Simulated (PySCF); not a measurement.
Excitation energy of N²⁺ by level of theory

N²⁺ [He] 2s2 2p1 (2P) → N²⁺ [He] 2s1 2p1 3s1 (4P), as a difference of total energies. Calculation: PySCF 2.14, in aug-cc-pVDZ-DK (4s3p2d, 23 functions); scalar relativity by spin-free X2C-1e. Correlated levels: valence: 1s2 frozen. The calculations carry no spin-orbit coupling.

```csv
method,excitation energy (eV)
UHF,34.187
LDA,35.433
PBE,35.473
PBE0,35.474
r2SCAN,35.289
BLYP,35.908
wB97X,35.370
r2SCANh,35.314
MP2 (valence),35.277
SCS-MP2 (valence),35.582
```

Problem. How much does correlation contribute at MP2 (valence)?

Solution. 35.277 − (34.187) = 1.090 eV, measured against UHF.

The promoted electron is Rydberg-like, and one or two diffuse shells describe it only roughly, which tends to raise the upper state.
